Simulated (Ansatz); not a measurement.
`[Cl][SnH2][I]` + H₂O → `[OH][SnH2][Cl]` + HI  (formal hydrolysis of the Sn–I bond)

Gas-phase electronic energies from Ansatz, PBE0-D4/def2-TZVP geometries. CCSD(T)/CBS is the MP2 limit (def2-TZVPP, def2-QZVPP) plus CCSD(T) − MP2 in def2-TZVPP, frozen cores. This one scheme is used for every species. DFT in def2-TZVPP. B3LYP here is the variant with VWN-RPA as its local correlation; programs differ in this. Elements past krypton have def2 core potentials. For I, Sn outer-core shells are correlated without core-valence functions, which leaves a few kJ/mol of doubt a bond. One conformer a species, not always the lowest.

`[Cl][SnH2][I]`:

Cartesian coordinates in Å:
```
Cl 1.888 -0.831 0.838
Sn -0.006 -0.022 -0.235
I -1.630 0.966 1.633
H 0.504 1.237 -1.254
H -0.756 -1.350 -0.981
```

H₂O:

Cartesian coordinates in Å:
```
O -0.212 0.326 0.020
H -0.533 -0.578 -0.009
H 0.745 0.252 -0.012
```

`[OH][SnH2][Cl]`:

Cartesian coordinates in Å:
```
O -1.227 -0.637 0.690
Sn 0.180 0.080 -0.458
Cl 1.205 1.801 0.731
H -0.918 -0.893 1.563
H 1.388 -1.086 -0.734
H -0.629 0.735 -1.793
```

HI:

Cartesian coordinates in Å:
```
I 0.459 -0.371 0.548
H -0.459 0.371 -0.548
```

| level | ΔE (kJ/mol) |
| --- | --- |
| B3LYP-D4 | 86.2 |
| SCS-MP2/def2-QZVPP | 89.4 |

**Question.** What does CCSD(T)/CBS give? (Best estimate.)

**Answer.** Ansatz gave: +93.2 kJ/mol. The listed levels differ from it by -7.0, -3.8 kJ/mol.

Largest T1 diagnostic among the species: 0.013.

At CCSD(T), def2-SVP lies −10.3 kJ/mol from the extrapolated value and def2-TZVPP −13.3 kJ/mol. From PBE to PBE0 (25 % exact exchange), in def2-TZVPP and without D4, ΔE moves by +7.6 kJ/mol. The D4 term adds +4.7 kJ/mol with B3LYP and +2.6 kJ/mol with PBE0; it sums over pairs of atoms, weighted by their polarisabilities, and B3LYP, whose exchange is more repulsive, gets the larger term.
